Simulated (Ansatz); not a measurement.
Correlation energies of `[Cl][Hf]([Cl])([Cl])[SeH]` by basis set

Cartesian coordinates in Å:
```
Cl 2.401 -0.209 0.256
Hf 0.187 0.483 0.141
Cl -0.185 1.439 -1.943
Cl -0.350 1.936 1.862
Se -1.349 -1.532 0.438
H -0.704 -2.118 -0.753
```

Total charge 0; spin multiplicity 1. Correlated methods include outer-core shells of Hf, Se, which these sets cover unevenly. Scalar relativity is left out up to krypton. Hf takes the def2 core potential. The structure was optimised at the PBE0-D4/def2-TZVP level. It is one conformer, not always the lowest. Frozen core, restricted reference, Ansatz 0.2.0.

```tsv
basis	HF (Eh)	MP2 corr.	CCSD corr.	(T)	CCSD(T) total
def2-SVP	-3825.97238	-0.85115	-0.88130	-0.02747	-3826.88115
def2-TZVPP	-3826.76004	-1.15468	-1.19501	-0.05446	-3828.00951
def2-QZVPP	-3826.84593	-1.56535	–	–	–
```
